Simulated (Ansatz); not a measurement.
A short molecular-dynamics run on CH3Cl2Ga, SMILES `[CH3][Ga]([Cl])[Cl]`.

```yaml
crystal:
  periodic: [false, false, false]
  atoms:
    - {symbol: C, position_ang: [-0.210015, 0.979231, -0.118610]}
    - {symbol: Ga, position_ang: [0.180372, -0.911056, 0.106475]}
    - {symbol: Cl, position_ang: [1.853066, -1.618317, 1.234841]}
    - {symbol: Cl, position_ang: [-1.005653, -2.471044, -0.747371]}
    - {symbol: H, position_ang: [-1.160100, 1.113497, -0.633794]}
    - {symbol: H, position_ang: [-0.245933, 1.463319, 0.858352]}
    - {symbol: H, position_ang: [0.588263, 1.444360, -0.699872]}
basis:
  gaussian: {orbitals: def2-SVP}
hamiltonian: {xc: {name: r2SCAN}, dispersion: d4}
md: {timestep: 2 fs, n_steps: 30, ensemble: nvt_langevin, temperature: 1500, initial_velocities: maxwell_boltzmann, friction: 0.01, seed: 238}
```

```sh
$ ansatz run in.yaml --threads 4 --pin off --events-out ev --progress --plain --max-ram 10444MiB
```

| step | time (fs) | potential energy (eV) | kinetic (eV) | T (K) | conserved (eV) |
| --- | --- | --- | --- | --- | --- |
| 0 | 0.0 | -78495.0113 | 1.1633 | 1286 | – |
| 1 | 2.0 | -78494.8247 | 0.9789 | 1082 | – |
| 2 | 4.0 | -78494.7939 | 1.0242 | 1132 | – |
| 3 | 6.0 | -78494.7403 | 1.0009 | 1106 | – |
| 4 | 8.0 | -78494.5743 | 0.7367 | 814 | – |
| 5 | 10.0 | -78494.5860 | 0.7178 | 793 | – |
| 6 | 12.0 | -78494.4479 | 0.6980 | 771 | – |
| 7 | 14.0 | -78494.3886 | 0.7816 | 864 | – |
| 8 | 16.0 | -78494.4048 | 0.8103 | 896 | – |
| 9 | 18.0 | -78494.3976 | 0.9432 | 1042 | – |
| 10 | 20.0 | -78494.5683 | 0.9628 | 1064 | – |
| 11 | 22.0 | -78494.5895 | 1.0048 | 1111 | – |
| 12 | 24.0 | -78494.7074 | 0.9912 | 1096 | – |
| 13 | 26.0 | -78494.6590 | 1.0613 | 1173 | – |
| 14 | 28.0 | -78494.6749 | 1.0690 | 1181 | – |
| 15 | 30.0 | -78494.6491 | 1.1433 | 1264 | – |
| 16 | 32.0 | -78494.4842 | 1.1246 | 1243 | – |
| 17 | 34.0 | -78494.4770 | 1.0820 | 1196 | – |
| 18 | 36.0 | -78494.3049 | 0.7721 | 853 | – |
| 19 | 38.0 | -78494.4762 | 1.0770 | 1190 | – |
| 20 | 40.0 | -78494.3958 | 1.0983 | 1214 | – |
| 21 | 42.0 | -78494.5031 | 1.0035 | 1109 | – |
| 22 | 44.0 | -78494.5071 | 1.0607 | 1172 | – |
| 23 | 46.0 | -78494.3888 | 0.9065 | 1002 | – |
| 24 | 48.0 | -78494.4160 | 1.0116 | 1118 | – |
| 25 | 50.0 | -78494.4164 | 0.9913 | 1096 | – |
| 26 | 52.0 | -78494.1666 | 0.9766 | 1079 | – |
| 27 | 54.0 | -78494.2291 | 0.9456 | 1045 | – |
| 28 | 56.0 | -78494.0491 | 1.0187 | 1126 | – |
| 29 | 58.0 | -78494.0193 | 1.0344 | 1143 | – |
| 30 | 60.0 | -78494.1357 | 1.1199 | 1238 | – |

Velocities are drawn at the set temperature; a run this short doesn't reach equilibrium.

Frames (Å, forces in eV/Å):

```xyz
7
time=0.0 fs
C    -0.210    0.979   -0.119    0.062   -0.358    0.042
Ga    0.180   -0.911    0.106   -0.036    0.205   -0.023
Cl    1.853   -1.618    1.235    0.122   -0.048    0.082
Cl   -1.006   -2.471   -0.747   -0.087   -0.106   -0.062
H    -1.160    1.113   -0.634   -0.286    0.045   -0.156
H    -0.246    1.463    0.858   -0.011    0.137    0.289
H     0.588    1.444   -0.700    0.236    0.126   -0.171
7
time=2.0 fs
C    -0.239    0.976   -0.120   -2.057   -0.434    2.569
Ga    0.171   -0.914    0.103    0.458    0.548    0.504
Cl    1.875   -1.623    1.225   -0.109    0.057   -0.087
Cl   -0.994   -2.461   -0.730   -0.347   -0.440   -0.266
H    -1.207    1.057   -0.655    0.216    0.161    0.338
H    -0.214    1.585    0.858   -0.351   -1.052   -1.155
H     0.500    1.405   -0.690    2.189    1.159   -1.903
7
time=4.0 fs
C    -0.270    0.973   -0.111   -0.984    0.482    1.205
Ga    0.162   -0.918    0.100    1.029    0.947    1.014
Cl    1.898   -1.629    1.217   -0.353    0.169   -0.257
Cl   -0.983   -2.450   -0.714   -0.656   -0.847   -0.505
H    -1.258    1.004   -0.660    0.773    0.332    0.682
H    -0.200    1.661    0.820   -0.591   -1.374   -1.083
H     0.490    1.408   -0.725    0.782    0.292   -1.057
7
time=6.0 fs
C    -0.304    0.975   -0.095    1.490    0.533   -1.023
Ga    0.154   -0.921    0.096    1.625    1.481    1.504
Cl    1.922   -1.637    1.210   -0.592    0.280   -0.415
Cl   -0.968   -2.439   -0.698   -1.007   -1.320   -0.775
H    -1.263    0.966   -0.636   -0.038    0.458    0.252
H    -0.212    1.692    0.749   -0.556   -0.706    0.091
H     0.494    1.421   -0.789   -0.922   -0.726    0.366
7
time=8.0 fs
C    -0.332    0.980   -0.080    2.531   -1.035   -2.334
Ga    0.148   -0.922    0.093    2.065    2.016    1.923
Cl    1.942   -1.643    1.202   -0.754    0.362   -0.521
Cl   -0.951   -2.432   -0.685   -1.328   -1.766   -1.023
H    -1.260    0.952   -0.593   -1.430    0.347   -0.475
H    -0.251    1.703    0.678   -0.220    0.752    1.836
H     0.433    1.394   -0.837   -0.864   -0.676    0.594
7
time=10.0 fs
C    -0.347    0.982   -0.071    0.245   -1.262   -1.353
Ga    0.143   -0.921    0.091    2.346    2.278    2.241
Cl    1.959   -1.649    1.192   -0.867    0.424   -0.591
Cl   -0.938   -2.430   -0.673   -1.537   -2.070   -1.184
H    -1.317    0.935   -0.563   -0.560    0.213    0.034
H    -0.308    1.744    0.674   -0.015    0.282    1.273
H     0.325    1.337   -0.853    0.388    0.136   -0.420
7
time=12.0 fs
C    -0.364    0.978   -0.068   -2.357   -0.312    0.626
Ga    0.141   -0.917    0.091    2.523    2.343    2.429
Cl    1.973   -1.654    1.183   -0.957    0.484   -0.635
Cl   -0.926   -2.429   -0.664   -1.664   -2.277   -1.282
H    -1.405    0.910   -0.541    0.923    0.169    0.754
H    -0.372    1.794    0.723    0.253   -1.281   -0.569
H     0.221    1.280   -0.891    1.278    0.874   -1.322
7
time=14.0 fs
C    -0.389    0.973   -0.065   -1.987    0.244   -0.900
Ga    0.141   -0.912    0.095    2.615    2.373    2.467
Cl    1.988   -1.657    1.170   -1.011    0.532   -0.648
Cl   -0.914   -2.429   -0.656   -1.723   -2.387   -1.332
H    -1.472    0.888   -0.495    1.430    0.121    0.867
H    -0.413    1.795    0.737    0.516   -1.360   -0.970
H     0.158    1.251   -0.994    0.160    0.478    0.518
7
time=16.0 fs
C    -0.417    0.972   -0.058   -0.868   -0.992   -3.003
Ga    0.142   -0.906    0.102    2.621    2.307    2.366
Cl    2.004   -1.658    1.155   -1.046    0.566   -0.638
Cl   -0.904   -2.432   -0.648   -1.682   -2.342   -1.303
H    -1.489    0.864   -0.416    0.711    0.032    0.458
H    -0.433    1.735    0.712    0.682    0.196    0.311
H     0.093    1.240   -1.074   -0.420    0.231    1.810
7
time=18.0 fs
C    -0.443    0.972   -0.058    0.079   -2.749   -3.684
Ga    0.144   -0.896    0.111    2.530    1.983    2.134
Cl    2.019   -1.657    1.138   -1.069    0.593   -0.614
Cl   -0.899   -2.438   -0.641   -1.530   -2.136   -1.176
H    -1.488    0.832   -0.316   -0.708   -0.137   -0.133
H    -0.440    1.651    0.712    0.862    2.014    2.081
H     0.011    1.235   -1.073   -0.164    0.433    1.391
7
time=20.0 fs
C    -0.466    0.964   -0.064   -0.456   -1.452    0.985
Ga    0.147   -0.885    0.122    2.424    1.432    1.797
Cl    2.034   -1.656    1.121   -1.099    0.619   -0.582
Cl   -0.898   -2.446   -0.637   -1.309   -1.820   -0.979
H    -1.518    0.795   -0.210   -1.047   -0.141   -0.346
H    -0.431    1.637    0.789    0.800    0.322    0.029
H    -0.077    1.256   -1.010    0.686    1.040   -0.905
7
time=22.0 fs
C    -0.491    0.950   -0.058   -1.188   -0.440    3.540
Ga    0.152   -0.876    0.134    2.291    0.847    1.430
Cl    2.049   -1.656    1.109   -1.142    0.652   -0.561
Cl   -0.897   -2.457   -0.634   -1.050   -1.440   -0.760
H    -1.574    0.761   -0.109   -0.127    0.115   -0.388
H    -0.395    1.645    0.859    0.465   -0.913   -1.498
H    -0.140    1.311   -0.971    0.750    1.180   -1.763
7
time=24.0 fs
C    -0.520    0.933   -0.040   -0.297    0.912    1.046
Ga    0.158   -0.866    0.148    2.106    0.245    1.017
Cl    2.062   -1.656    1.100   -1.167    0.688   -0.538
Cl   -0.897   -2.468   -0.633   -0.789   -1.063   -0.546
H    -1.621    0.737   -0.019    0.439    0.330   -0.522
H    -0.343    1.601    0.877    0.175   -0.785   -1.292
H    -0.162    1.412   -0.997   -0.468   -0.326    0.835
7
time=26.0 fs
C    -0.552    0.921   -0.022    0.636    1.145   -1.016
Ga    0.165   -0.855    0.162    1.872   -0.299    0.544
Cl    2.072   -1.654    1.091   -1.174    0.719   -0.505
Cl   -0.900   -2.478   -0.633   -0.537   -0.703   -0.333
H    -1.634    0.718    0.056   -0.040    0.362   -0.564
H    -0.294    1.516    0.862    0.192    0.175    0.044
H    -0.200    1.521   -0.986   -0.949   -1.398    1.830
7
time=28.0 fs
C    -0.585    0.917   -0.004    0.417    0.450   -1.230
Ga    0.172   -0.843    0.175    1.558   -0.750    0.099
Cl    2.080   -1.652    1.083   -1.172    0.748   -0.470
Cl   -0.905   -2.487   -0.632   -0.288   -0.346   -0.124
H    -1.658    0.705    0.118   -0.085    0.419   -0.447
H    -0.247    1.454    0.850    0.277    0.813    1.199
H    -0.276    1.577   -0.900   -0.707   -1.334    0.973
7
time=30.0 fs
C    -0.619    0.916    0.009    0.010   -0.839    2.442
Ga    0.181   -0.828    0.190    1.198   -1.121   -0.270
Cl    2.086   -1.653    1.078   -1.172    0.792   -0.444
Cl   -0.912   -2.497   -0.628   -0.060   -0.017    0.065
H    -1.697    0.702    0.158    0.279    0.455   -0.218
H    -0.190    1.433    0.885   -0.468    0.132    0.275
H    -0.376    1.572   -0.776    0.212    0.598   -1.849
7
time=32.0 fs
C    -0.657    0.912    0.027    0.705   -1.134    4.067
Ga    0.192   -0.811    0.201    0.859   -1.481   -0.573
Cl    2.092   -1.656    1.076   -1.183    0.850   -0.436
Cl   -0.917   -2.506   -0.623    0.150    0.277    0.222
H    -1.727    0.698    0.183    0.097    0.300    0.108
H    -0.152    1.413    0.927   -1.189   -0.268   -0.645
H    -0.482    1.583   -0.728    0.561    1.456   -2.743
7
time=34.0 fs
C    -0.692    0.906    0.054    1.383    1.674    0.553
Ga    0.205   -0.795    0.211    0.553   -1.867   -0.795
Cl    2.099   -1.656    1.077   -1.176    0.895   -0.435
Cl   -0.924   -2.515   -0.616    0.340    0.535    0.341
H    -1.763    0.691    0.205    0.138    0.187    0.317
H    -0.146    1.390    0.941   -1.368   -0.042   -0.705
H    -0.576    1.658   -0.801    0.130   -1.381    0.724
7
time=36.0 fs
C    -0.716    0.908    0.083    0.532    1.974   -1.252
Ga    0.218   -0.780    0.220    0.233   -2.129   -0.908
Cl    2.102   -1.654    1.079   -1.130    0.912   -0.424
Cl   -0.929   -2.524   -0.607    0.494    0.748    0.418
H    -1.800    0.695    0.239    0.613    0.146    0.313
H    -0.171    1.376    0.940   -1.009    0.510   -0.201
H    -0.655    1.673   -0.862    0.267   -2.161    2.056
7
time=38.0 fs
C    -0.733    0.918    0.108   -0.189    0.540   -1.032
Ga    0.230   -0.766    0.229   -0.136   -2.213   -0.866
Cl    2.101   -1.649    1.081   -1.042    0.900   -0.404
Cl   -0.930   -2.534   -0.598    0.620    0.939    0.461
H    -1.816    0.720    0.289    0.607   -0.077    0.273
H    -0.227    1.387    0.949   -0.383    1.009    0.325
H    -0.713    1.575   -0.839    0.523   -1.098    1.243
7
time=40.0 fs
C    -0.753    0.926    0.132    0.094   -1.926    4.160
Ga    0.242   -0.753    0.235   -0.514   -2.206   -0.681
Cl    2.099   -1.641    1.081   -0.933    0.869   -0.385
Cl   -0.932   -2.545   -0.588    0.736    1.117    0.485
H    -1.825    0.751    0.352    0.360   -0.378    0.235
H    -0.280    1.442    0.995   -0.433    0.588   -0.571
H    -0.757    1.421   -0.750    0.690    1.936   -3.243
7
time=42.0 fs
C    -0.770    0.924    0.171    0.278   -0.721    3.013
Ga    0.253   -0.740    0.241   -0.725   -2.280   -0.431
Cl    2.100   -1.629    1.083   -0.829    0.830   -0.380
Cl   -0.934   -2.552   -0.577    0.827    1.269    0.489
H    -1.833    0.763    0.426    0.211   -0.498    0.050
H    -0.332    1.516    1.018   -0.269    0.248   -0.967
H    -0.773    1.358   -0.780    0.507    1.152   -1.775
7
time=44.0 fs
C    -0.785    0.919    0.221    0.263    0.761   -1.234
Ga    0.261   -0.728    0.246   -0.805   -2.327   -0.177
Cl    2.101   -1.619    1.081   -0.730    0.788   -0.378
Cl   -0.937   -2.557   -0.563    0.888    1.402    0.482
H    -1.839    0.747    0.503    0.168   -0.440   -0.245
H    -0.388    1.598    0.996    0.157    0.290   -0.515
H    -0.757    1.340   -0.875    0.058   -0.474    2.067
7
time=46.0 fs
C    -0.798    0.920    0.266    0.255    0.865   -2.060
Ga    0.265   -0.717    0.249   -0.826   -2.265    0.095
Cl    2.100   -1.607    1.077   -0.629    0.734   -0.372
Cl   -0.940   -2.558   -0.546    0.913    1.495    0.461
H    -1.850    0.706    0.571    0.481   -0.219   -0.528
H    -0.431    1.692    0.968    0.230   -0.030   -0.416
H    -0.725    1.286   -0.896   -0.425   -0.580    2.821
7
time=48.0 fs
C    -0.802    0.925    0.306    0.463    0.573   -1.749
Ga    0.268   -0.706    0.250   -0.752   -2.216    0.406
Cl    2.100   -1.591    1.073   -0.527    0.670   -0.366
Cl   -0.941   -2.555   -0.529    0.911    1.560    0.430
H    -1.840    0.657    0.619    0.490   -0.015   -0.618
H    -0.468    1.781    0.930    0.224   -0.404   -0.306
H    -0.687    1.199   -0.847   -0.810   -0.168    2.203
7
time=50.0 fs
C    -0.802    0.933    0.339    0.776    0.423    0.270
Ga    0.268   -0.695    0.250   -0.604   -2.212    0.722
Cl    2.100   -1.574    1.065   -0.429    0.603   -0.356
Cl   -0.941   -2.551   -0.513    0.899    1.619    0.400
H    -1.812    0.610    0.643    0.099    0.059   -0.434
H    -0.505    1.872    0.886    0.117   -1.033   -0.308
H    -0.674    1.105   -0.738   -0.857    0.542   -0.294
7
time=52.0 fs
C    -0.802    0.945    0.371    0.555    0.033    2.880
Ga    0.268   -0.683    0.249   -0.457   -2.149    0.952
Cl    2.101   -1.555    1.056   -0.338    0.539   -0.338
Cl   -0.942   -2.544   -0.498    0.877    1.664    0.374
H    -1.788    0.554    0.653   -0.093    0.204   -0.159
H    -0.549    1.942    0.839    0.100   -1.290   -0.111
H    -0.697    1.033   -0.642   -0.645    1.000   -3.598
7
time=54.0 fs
C    -0.805    0.957    0.413    0.217   -1.059   -1.192
Ga    0.268   -0.672    0.248   -0.464   -1.908    1.026
Cl    2.102   -1.534    1.047   -0.257    0.491   -0.324
Cl   -0.941   -2.536   -0.480    0.857    1.690    0.352
H    -1.786    0.507    0.669    0.152    0.494   -0.055
H    -0.600    1.966    0.788    0.331   -0.386    0.423
H    -0.733    0.998   -0.692   -0.835    0.678   -0.229
7
time=56.0 fs
C    -0.807    0.965    0.455   -0.266   -1.876   -3.772
Ga    0.267   -0.663    0.247   -0.528   -1.658    1.000
Cl    2.106   -1.511    1.039   -0.217    0.471   -0.321
Cl   -0.940   -2.527   -0.460    0.832    1.681    0.330
H    -1.794    0.496    0.694    0.379    0.669    0.017
H    -0.632    1.988    0.749    0.448    0.241    0.672
H    -0.790    0.987   -0.756   -0.648    0.471    2.074
7
time=58.0 fs
C    -0.809    0.968    0.493   -0.138   -0.692   -3.986
Ga    0.264   -0.655    0.248   -0.527   -1.497    0.998
Cl    2.109   -1.490    1.035   -0.192    0.457   -0.318
Cl   -0.938   -2.515   -0.437    0.787    1.627    0.291
H    -1.790    0.513    0.721    0.029    0.474    0.328
H    -0.650    2.038    0.732    0.329   -0.711    0.529
H    -0.874    0.993   -0.727   -0.288    0.343    2.159
7
time=60.0 fs
C    -0.809    0.969    0.520   -0.015    0.423   -2.399
Ga    0.261   -0.649    0.251   -0.511   -1.392    1.040
Cl    2.109   -1.470    1.033   -0.147    0.435   -0.300
Cl   -0.934   -2.502   -0.411    0.724    1.537    0.228
H    -1.788    0.543    0.746   -0.304    0.153    0.780
H    -0.667    2.073    0.745    0.341   -1.489    0.509
H    -0.964    1.018   -0.597   -0.087    0.332    0.143
```

It took 64 s on 4 threads of an Arm Neoverse V1 on a shared host, with 0.4 GiB of host memory at the peak.
